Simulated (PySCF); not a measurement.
C₄H₉ (SMILES [CH2-]C(C)C), charge -1, singlet, at a GFN2-xTB geometry (in this run its highest filled SCF level lies above zero, so its values depend strongly on the basis, on diffuse functions most of all); HF/STO-3G run with PySCF.

PySCF was given this input:
```python
from pyscf import gto, scf

mol = gto.Mole()
mol.atom = '''
    C     0.003607    0.072759    0.358527
    H     0.014130   -0.024556    1.491846
    C     0.001972    1.489052   -0.212949
    H    -0.878369    2.022651    0.264792
    H     0.894098    2.017892    0.247925
    C     1.242518   -0.686502   -0.130181
    H     1.272518   -0.673301   -1.219109
    H     2.148534   -0.203547    0.235865
    H     1.247660   -1.730211    0.209644
    C    -1.248439   -0.679813   -0.106477
    H    -1.299085   -0.666395   -1.194638
    H    -1.252717   -1.723497    0.233437
    H    -2.144719   -0.192018    0.276719
'''
mol.basis = 'sto-3g'
mol.charge = -1
mol.spin = 0
mol.verbose = 4
mol.build()

mf = scf.RHF(mol)
mf.kernel()
mf.analyze()
```

What the program printed (banner, timings and long lists left out):

```
PySCF version 2.14.0

[INPUT] verbose = 4
[INPUT] num. atoms = 13
[INPUT] num. electrons = 34
[INPUT] charge = -1
[INPUT] spin (= nelec alpha-beta = 2S) = 0
[INPUT] symmetry False subgroup None
[INPUT] Mole.unit = angstrom
[INPUT] Symbol           X                Y                Z      unit          X                Y                Z       unit  Magmom
[...]
nuclear repulsion = 126.185885751491
number of shells = 21
number of NR pGTOs = 87
number of NR cGTOs = 29
basis = sto-3g
ecp = {}

******** <class 'pyscf.scf.hf.RHF'> ********
method = RHF
initial guess = minao
damping factor = 0
level_shift factor = 0
DIIS = <class 'pyscf.scf.diis.CDIIS'>
diis_start_cycle = 1
diis_space = 8
diis_damp = 0
SCF conv_tol = 1e-09
SCF conv_tol_grad = None
SCF max_cycles = 50
direct_scf = True
direct_scf_tol = 1e-13
Set gradient conv threshold to 3.16228e-05
Initial guess from minao.
init E= -155.066645871898
[...]
cycle= 1 E= -154.515026410059  delta_E= 0.552  |g|= 0.444  |ddm|= 4.09
[...]
cycle= 2 E= -154.585710960742  delta_E= -0.0707  |g|= 0.0792  |ddm|= 0.729
[...]
cycle= 3 E= -154.588654596552  delta_E= -0.00294  |g|= 0.0236  |ddm|= 0.164
[...]
cycle= 4 E= -154.589004719283  delta_E= -0.00035  |g|= 0.00347  |ddm|= 0.0732
[...]
cycle= 5 E= -154.589012950411  delta_E= -8.23e-06  |g|= 0.000869  |ddm|= 0.0113
[...]
cycle= 6 E= -154.589013377024  delta_E= -4.27e-07  |g|= 0.000114  |ddm|= 0.00267
[...]
cycle= 7 E= -154.589013386138  delta_E= -9.11e-09  |g|= 2.12e-05  |ddm|= 0.000407
[...]
cycle= 8 E= -154.589013386449  delta_E= -3.11e-10  |g|= 4.5e-06  |ddm|= 6.78e-05
[...]
Extra cycle  E= -154.589013386459  delta_E= -1.05e-11  |g|= 1.61e-06  |ddm|= 9.97e-06
converged SCF energy = -154.589013386459
**** SCF Summaries ****
Total Energy =                        -154.589013386459044
Nuclear Repulsion Energy =             126.185885751490972
One-electron Energy =                 -467.083213837325502
Two-electron Energy =                  186.308314699375472
Two-electron Coulomb Energy =          210.766924284658586
DFT Exchange-Correlation Energy =      -24.458609585283114
HOMO-LUMO gap [eV] =                    18.862711482148462
**** MO energy ****
[...]
 ** Mulliken pop on meta-lowdin orthogonal AOs  **
 ** Mulliken pop  **
[...]
 ** Mulliken atomic charges  **
charge of    0C =      0.01646
charge of    1H =     -0.06723
charge of    2C =     -0.48440
charge of    3H =     -0.13275
charge of    4H =     -0.13275
charge of    5C =     -0.10156
charge of    6H =      0.01214
charge of    7H =      0.00599
charge of    8H =     -0.01624
charge of    9C =     -0.10156
charge of   10H =      0.01214
charge of   11H =     -0.01624
charge of   12H =      0.00599

WARN: System has nonzero charge -1; the dipole moment is origin-dependent.
Location of origin: [0. 0. 0.]

Dipole moment(X, Y, Z, Debye): -0.00402, -5.47583,  1.12278
```
